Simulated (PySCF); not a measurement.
HSe, SMILES [SeH] (connectivity only; charge and spin as stated), charge -1, multiplicity 1. Heavy atoms are numbered as in [SeH:1]. Hydrogens are named by the atom that carries them.

The structure is a stationary point at PBE0-D3(BJ)/def2-TZVPD. The multiplicity is an assumed one; other spin states were not compared.

Calculation: B3LYP/def2-TZVPD (PySCF).

ESP charges are fitted to the potential on shells at 1.4 to 2.0 van der Waals radii. Atomic charges (e), one atom of each kind:

```tsv
atom	IAO	ESP fit
Se1 (SeH)	-1.00	-1.06
H on Se1	0.00	0.06
```
